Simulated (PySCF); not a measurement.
# Two-dimensional NMR puzzle

Compound of formula C$_{3}$H$_{10}$B$_{2}$. Correlations simulated from computed shifts and couplings:

HSQC (one-bond C–H):
```csv
δH,δC,"¹J(C,H) (Hz)"
3.42,61.3,128
1.42,30.1,117
1.13,12.6,132
```

COSY cross peaks (|J| ≥ 2 Hz):
```csv
δH,δH,abs. J (Hz),bonds
7.63,3.42,7.0,3
7.54,3.42,6.5,3
3.42,1.42,2.5,4
1.42,1.13,8.6,3
```

HMBC (two and three bonds, |J| ≥ 2.5 Hz):
```csv
δH,δC [abs. J in Hz]
7.63,61.3 [4.7]
7.54,"61.3 [9.3], 30.1 [7.6], 12.6 [6.2]"
3.42,30.1 [3.6]
1.42,12.6 [2.9]
1.13,30.1 [3.2]
```

Gas phase, equivalent nuclei averaged, no relativistic terms, a single conformation. PBE0-D3(BJ)/def2-SVP geometry; J couplings at B3LYP/pcJ-1 (spin–dipole term only in couplings to heteroatoms); shieldings: GIAO CAM-B3LYP/pcSseg-2; PySCF 2.14.

Scale: TMS for ¹H (31.34 ppm), ¹³C (182.55 ppm) (reference shieldings calculated alike).

Exchangeable hydrogens are left out of these lists, and C,H couplings along chains are those of one rotamer, so weak HMBC peaks may be missing or extra.

Q: Which molecule is this?

A: `C(B)BCC`.

Atom-mapped SMILES (the numbers label the heavy atoms): `[BH2:1][CH2:2][BH:3][CH2:4][CH3:5]`; H(Xn) means a hydrogen on atom n.

δC 61.3 is C2, an sp3 CH2 bonded to 2 B (δH 3.42). δC 30.1 is C4, an sp3 CH2 bonded to B (δH 1.42). δC 12.6 is C5, a methyl carbon (δH 1.13). COSY links 7.63–3.42, 7.54–3.42, 3.42–1.42, 1.42–1.13.

Hydrogens on boron are broadened and split by ¹¹B (spin 3/2, 80 %) and 10B (spin 3). A carbon bonded to boron is broadened by the quadrupolar boron nucleus and is often missing from a measured spectrum. Unscaled 3J(H,H) at this level run about 10 % above measured values. Shifts are as computed, not scaled to solution data. Of 1313 compounds with measured shifts, 239 miss one by over three times the rms of a fit or turn the order of signals round; such compounds aren't used in these exercises. 3J across rotatable bonds or in flexible rings reflects this conformer alone.
